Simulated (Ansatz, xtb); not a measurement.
Two isomers of BF2H3Si

Structure a: `FB[SiH2]F`, a singlet. Structure b: `FB(F)[SiH3]`, a singlet. Both are isolated molecules in the gas phase, relaxed with r2SCAN-D4/def2-SVP, each in the lowest conformer that the search found.

Quicker runs give these differences E(b) − E(a): GFN2-xTB +38.3 kJ/mol; HF/STO-3G −162.4 kJ/mol (at GFN2-xTB geometries); r2SCAN-D4/def2-SVP//GFN2-xTB −84.1 kJ/mol.

**Question.** Estimate E(b) − E(a) at the level CCSD(T)/def2-TZVP.

**Answer.** Calculated at CCSD(T)/def2-TZVP: E(b) − E(a) = −49.9 kJ/mol, so structure b lies lower.

Level by level:

```csv
level,geometry,E(b) − E(a) (kJ/mol),departure from the last row (kJ/mol),"job, with rough time for the two"
GFN2-xTB,GFN2-xTB,+38.3,+88.2,"optimisation, 0.94 s"
HF/STO-3G,GFN2-xTB,−162.4,−112.5,"single point, 0.79 s"
r2SCAN-D4/def2-SVP//GFN2-xTB,GFN2-xTB,−84.1,−34.1,"single point, 6.2 s"
r2SCAN-D4/def2-SVP,r2SCAN-D4/def2-SVP,−77.0,−27.1,"optimisation, 51 s"
HF/def2-TZVP,r2SCAN-D4/def2-SVP,−42.8,+7.2,part of the CCSD(T) run
MP2/def2-TZVP,r2SCAN-D4/def2-SVP,−46.6,+3.3,part of the CCSD(T) run
CCSD(T)/def2-TZVP,r2SCAN-D4/def2-SVP,−49.9,,"single point, 1.8 min"
```

As drawn, b has 1 B–F, 1 Si–H in place of 1 F–Si, 1 B–H.

GFN2-xTB puts the two in the other order. The largest departure from CCSD(T)/def2-TZVP is that of HF/STO-3G, 112.5 kJ/mol.

With harmonic frequencies from r2SCAN-D4/def2-SVP (ideal gas, rigid rotor, one conformer each, 298.15 K, 1 atm): on the last row, ΔE + ΔZPE = −52.1 kJ/mol. A mode under 50 cm⁻¹ makes harmonic enthalpies and free energies unreliable, so none is given.

The correlated steps freeze 8 core orbitals. Codes used: Ansatz 0.2.0, xtb 6.7.1; the last row on 1 thread of Intel(R) Xeon(R) Processor @ 2.50GHz (Skylake/Cascade Lake) on a shared host.
